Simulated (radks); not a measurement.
The ytterbium ion Yb+ inside a hard spherical wall (all orbitals vanish at R), configuration held at [Xe] 4f14 6s1 and not refilled when levels cross. Method: scalar-relativistic Kohn-Sham, LDA (Slater exchange, VWN5 correlation), spin-polarised, spherical densities, finite nucleus; open shells are filled with parallel spins first (spin-orbit coupling, left out, can overturn this in heavy ions); Fermi nuclear charge, rms radius 5.3108 fm; computed with a radial shooting solver on a logarithmic mesh with Libxc functionals. Eigenvalues in eV for spin up, with the zero of energy where the potential of the charges vanishes at infinity; a dash marks a level that is unbound or too diffuse for the functional's potential to be trusted. A positive occupied level is held by the wall or, in an anion where self-interaction has pushed it up, behind a barrier. The pressure on the wall is -dE/dV.

| R (bohr) | E (hartree) | kinetic (hartree) | e(5s) | e(5p) | e(4f) | e(6s) | e(5d, empty) | e(6p, empty) | pressure (GPa) |
|---|---|---|---|---|---|---|---|---|---|
| free | -14049.3067 | 15302.580 | -61.974 | -34.491 | -10.040 | -9.866 | -6.970 | -5.914 | 0 |
| 12 | -14049.3067 | 15302.580 | -61.973 | -34.490 | -10.040 | -9.865 | -6.969 | -5.907 | 0.000183 |
| 10 | -14049.3066 | 15302.582 | -61.963 | -34.481 | -10.030 | -9.857 | -6.958 | -5.857 | 0.00461 |
| 8 | -14049.3046 | 15302.601 | -61.873 | -34.394 | -9.941 | -9.754 | -6.858 | -5.519 | 0.103 |
| 7 | -14049.2990 | 15302.643 | -61.707 | -34.234 | -9.775 | -9.518 | -6.664 | -4.928 | 0.460 |
| 6 | -14049.2804 | 15302.753 | -61.335 | -33.880 | -9.398 | -8.837 | -6.188 | -3.509 | 2.06 |
| 4 | -14048.9881 | 15304.075 | -58.671 | -31.385 | -6.453 | -0.654 | -1.938 | 9.604 | 64.2 |
| 3.5 | -14048.6476 | 15305.579 | -56.599 | -29.351 | -3.985 | 7.112 | 1.618 | 20.472 | 194 |
| 3 | -14047.8023 | 15309.271 | -52.519 | -25.054 | 1.018 | 23.188 | 8.680 | 41.322 | 692 |
| 2 | -14037.3972 | 15349.341 | -20.077 | 13.255 | 37.143 | 149.87 | 63.142 | 187.33 | 16800 |
| 1.5 | -14004.3512 | 15460.444 | 61.355 | 109.82 | 103.11 | 417.70 | 184.07 | 475.53 | 138000 |
